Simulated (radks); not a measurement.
Values are calculated unless marked as measured or tabulated.
Problem. These are the eigenvalues of the occupied orbitals of an atom or ion with whole-number occupations (hartree). Level of theory: Dirac Kohn-Sham, exchange-only PBE, spin-unpolarised, spherical densities, point nucleus (a radial shooting solver on a logarithmic mesh with Libxc functionals).

| orbital | eigenvalue |
|---|---|
| 1s1/2 | -28.52889 |
| 2s1/2 | -4.24420 |
| 2p1/2 | -3.61283 |

Which element is it, and in what charge state? The configuration may be excited. Open shells, if any, fill j = l - 1/2 first.

Solution. Z = 9, fluorine, charge +4: F4+ in [He] 2s2 2p1. The list shows which subshells hold electrons but not how many an open one holds; the 1s level, -28.529 hartree, gives Z - s = 7.6 by -(Z - s)^2/2, which with screening and relativity narrows Z to a few neighbours, and the depths of the outer levels then fix element, charge and occupations together.
